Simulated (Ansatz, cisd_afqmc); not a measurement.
System: Te, charge -1, doublet.

Total energies in def2-QZVPPD, 7 correlated electrons, 9 frozen orbitals. Open shells are spin-unrestricted; no spin-orbit coupling. Correlated methods leave the cores frozen (noble-gas shells, and filled d and f shells in the p block). Past Kr the def2 sets carry scalar-relativistic core potentials. AFQMC/CISD: phaseless, guided by CISD from CCSD amplitudes; bars are statistical, one sigma. Outlying blocks are dropped, and bars are widened where a walk drifts. Over all cases where full CI ran beside it in this data, AFQMC minus full CI had a median of +0.1 mEh and passed +0.4 mEh in a tenth of the cases. Spin-orbit terms, left out, reach several kcal/mol for Br and I, and more for heavier atoms.

```
method         program         energy (Eh)  minus CCSDT(Q) (mEh)
----------  ----------  ------------------  --------------------
HF              Ansatz          -267.04566                150.85
MP2             Ansatz          -267.17242                 24.08
CCSD            Ansatz          -267.18887                  7.63
CCSD(T)         Ansatz          -267.19548                  1.03
CCSDT(Q)        Ansatz          -267.19651                  0.00
AFQMC/CISD  cisd_afqmc  -267.1962 ± 0.0003             0.4 ± 0.3
```

Ansatz is a program for electronic structure.
